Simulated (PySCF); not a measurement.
## V¹⁰⁺: fine-structure interval

V¹⁰⁺ [Ne] 3s2 3p1 [3p1/2^1, M_J = 1/2] → V¹⁰⁺ [Ne] 3s2 3p1 [3p3/2^1, M_J = 3/2], as a difference of total energies. Computed with PySCF 2.14 in an even-tempered Gaussian basis (19 s from 0.64 bohr⁻², ratio 2.4; 13 p from 0.83 bohr⁻², ratio 2.4; 5 d from 3.6 bohr⁻², ratio 2.6; 4 f from 5.5 bohr⁻², ratio 2.6), with the two-component X2C-1e Hamiltonian. Correlated levels: 1s2 frozen; the 50 highest virtual spinors dropped. "Screened" scales the spin-orbit matrix elements by Boettger's factors to mimic the two-electron term; Breit and QED terms are absent.

```
                    method  fine-structure interval (cm⁻¹)
 GHF (screened spin-orbit)                           11451
GMP2 (screened spin-orbit)                           10200
     GHF (bare spin-orbit)                           12436
```
